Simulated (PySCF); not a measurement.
# Polarisability and C₆ of As³⁺ (arsenic, charge +3)

[Ar] 3d10 4s2, closed-shell 1S. Calculation: PySCF 2.14, in aug-cc-pVTZ-PP with one added diffuse shell each of s, d, f type with ECP10MDF (7s5p5d3f, 68 functions); a scalar-relativistic core potential. Coupled (time-dependent) response in atomic units; α is the mean over directions.

```
method  mean α (bohr³)  C₆ (like pair)  S(−4)
   UHF           7.724           23.95  29.54
   PBE           6.720           19.79  21.93
  PBE0           6.988           20.87  23.86
  BP86           6.721           19.80  21.93
PBEsol           6.746           19.93  22.08
```

S(−4) is the Cauchy moment in α(ω) = α(0) + S(−4) ω² + …

α(iu) at PBEsol:

| u (hartree) | α(iu) (bohr³) |
| --- | --- |
| 0 | 6.746 |
| 0.0500 | 6.691 |
| 0.100 | 6.533 |
| 0.200 | 5.971 |
| 0.300 | 5.232 |
| 0.500 | 3.787 |
| 0.750 | 2.523 |
| 1.00 | 1.770 |
| 1.50 | 1.017 |
| 2.00 | 0.6731 |
| 3.00 | 0.3671 |
| 5.00 | 0.1613 |

A single London oscillator, α(iu) = α/(1 + u²/ω²), gives C₆ = (3/4) ω α². Matching the computed C₆ needs ω = 4 × 19.93 / (3 × 6.746²) = 0.584 hartree.

For an ion, C₆ is the dispersion term alone; charge-induced terms of lower order in 1/R come first.

Energies and moments cover only the electrons outside the core potential.
